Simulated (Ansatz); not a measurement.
Stepwise reaction of `[SH][Zr]([SH])([Cl])[Cl]` with hydrogen chloride, as a gas-phase model of exchange steps in deposition or etching. ΔE in kJ/mol; ΔG adds harmonic PBE0-D4 terms to CCSD(T)/CBS, at 1 bar.

Gas-phase electronic energies from Ansatz, PBE0-D4/def2-TZVP geometries. CBS: MP2 limit from def2 TZ/QZ plus the TZ coupled-cluster correction, frozen cores. This one scheme is used for every species. DFT in def2-TZVPP. B3LYP here is the variant with VWN-RPA as its local correlation; programs differ in this. def2 core potentials past Kr. For Zr outer-core shells are correlated without core-valence functions, which leaves a few kJ/mol of doubt a bond. One conformer a species, not always the lowest.

```csv
step,reaction,PBE-D4,B3LYP-D4,ωB97M-V,CCSD(T)/CBS,ΔG(400 K)
1,`[SH][Zr]([SH])([Cl])[Cl]` + HCl → `[SH][Zr]([Cl])([Cl])[Cl]` + H₂S,-59.8,-65.7,-67.2,-63.5,-64.7
2,`[SH][Zr]([Cl])([Cl])[Cl]` + HCl → `[Cl][Zr]([Cl])([Cl])[Cl]` + H₂S,-61.8,-67.3,-68.7,-65.2,-55.0
```

Question: By hand: ΔE of the 2 steps together at CCSD(T)/CBS.

Answer: (-63.5) + (-65.2) = -128.7 kJ/mol, or -64.3 kJ/mol a step.

In ΔE the steps differ by no more than 1.7 kJ/mol. All are downhill at CCSD(T)/CBS. ΔG lies between -64.7 and -55.0 kJ/mol a step. PBE-D4 differs from CCSD(T)/CBS by 3.4 to 3.7 kJ/mol a step. Isolated molecules leave out the surface, adducts and barriers. Largest T1 diagnostic: 0.017.
